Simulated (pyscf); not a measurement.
Hydrogen shift: H₂Ga–AsH• → [HGa–AsH₂]•

Gas phase, doublet surface, charge 0. Bonds broken: Ga2–H4. Bonds formed: As1–H4. Single points on ωB97X-D3(BJ)/def2-SVP structures (PySCF, gas phase). Correlated levels are frozen-core, on RHF or UHF. ΔMP2 is the change of the MP2 total energy from the triple- to the quadruple-zeta basis.

Transition state (Å):

```xyz
5

As     0.2522     1.4745     0.4814
Ga     0.7295    -0.2758    -0.9677
H     -0.5404     0.5348     1.3764
H     -0.8358     0.3752    -0.7872
H      1.7031    -0.5023    -2.1680
```

One imaginary mode, 1469i cm⁻¹; descent along it reached the two sides named.

```csv
bond,change,reactant side (Å),saddle,product side
Ga2–H4,breaks,1.568,1.705,2.9
As1–H4,forms,3.5,2.000,1.523
```

Electronic energies relative to the reactant's lowest minimum found (kJ/mol):

```json
[
 {"level": "ωB97X-D3(BJ)/def2-TZVP", "barrier": "130.2", "reaction energy": "+11.5", "reverse barrier": "118.6"},
 {"level": "PBE/def2-TZVP", "barrier": "85.7", "reaction energy": "-1.3", "reverse barrier": "87.0"},
 {"level": "r²SCAN/def2-TZVP", "barrier": "99.0", "reaction energy": "+6.0", "reverse barrier": "93.0"},
 {"level": "B3LYP-D3(BJ)/def2-TZVP", "barrier": "109.2", "reaction energy": "+4.0", "reverse barrier": "105.2"},
 {"level": "PBE0-D3(BJ)/def2-TZVP", "barrier": "105.9", "reaction energy": "+5.0", "reverse barrier": "100.9"},
 {"level": "M06-2X/def2-TZVP", "barrier": "120.0", "reaction energy": "+12.6", "reverse barrier": "107.5"},
 {"level": "ωB97M-D3(BJ)/def2-TZVP", "barrier": "124.8", "reaction energy": "+11.9", "reverse barrier": "113.0"},
 {"level": "HF/def2-TZVP", "barrier": "180.5", "reaction energy": "+29.0", "reverse barrier": "151.5"},
 {"level": "MP2/def2-QZVPP", "barrier": "120.9", "reaction energy": "+12.7", "reverse barrier": "108.2"},
 {"level": "CCSD/def2-TZVPP", "barrier": "129.1", "reaction energy": "+17.5", "reverse barrier": "111.5"},
 {"level": "CCSD(T)/def2-TZVPP", "barrier": "117.1", "reaction energy": "+14.3", "reverse barrier": "102.8"},
 {"level": "CCSD(T)/def2-TZVPP + ΔMP2(QZVPP)", "barrier": "113.2", "reaction energy": "+14.5", "reverse barrier": "98.6"}
]
```

With CCSD(T)/def2-TZVPP + ΔMP2(QZVPP) energies and thermal terms (ideal gas, 1 atm, RRHO with modes under 100 cm⁻¹ raised to 100, one conformer, R ln 2 for rigid chiral ones), in kJ/mol:

| T (K) | ΔH‡ | ΔG‡ | ΔH | ΔG |
|---|---|---|---|---|
| 298 | 107.8 | 110.7 | +16.4 | +16.0 |
| 600 | 105.6 | 114.6 | +16.0 | +15.7 |
| 900 | 103.5 | 119.6 | +15.8 | +15.7 |
| 1200 | 101.4 | 125.2 | +15.5 | +15.7 |

One saddle was located; it need not be the lowest between these sides. The CCSD(T) − MP2 part came from Ansatz, without density fitting, on the same reference. The frozen core leaves the outer d or s,p core shells of the metals and heavy elements correlated in the MP2 and CC values, and def2-TZVPP describes them poorly, which can shift differences by a few kcal/mol. Elements up to Kr have no core potential and no relativistic terms here.
